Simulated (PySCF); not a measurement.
Input for PySCF: R-BP86/LANL2DZ on AlH3Se (SMILES [AlH2][SeH]), a point of a bond scan (R = 3.386 Å).

```python
from pyscf import gto, scf, dft, mp
from pyscf.data.elements import chemcore

mol = gto.M(
    atom='''
    Al    0.36409461    0.02746235   -1.55730963
    H    -0.69852445   -0.56976553   -2.55206934
    H     1.74544102    0.64238966   -1.99374994
    Se   -0.20119715   -0.03048168    0.69657830
    H     2.70083657    1.43513352    1.64096741
    ''',
    basis='lanl2dz',
    ecp={'Al': 'lanl2dz', 'Se': 'lanl2dz'},
    charge=0, spin=0, verbose=3, max_memory=1800)
mf = dft.RKS(mol, xc='b88,p86')
mf.conv_tol = 1e-8
mf.max_cycle = 100
mf.kernel()
if not mf.converged:
    mf = mf.newton().run(mf.mo_coeff, mf.mo_occ)
```

### Question
Predict the final total energy.

### Answer
-12.9250 hartree.
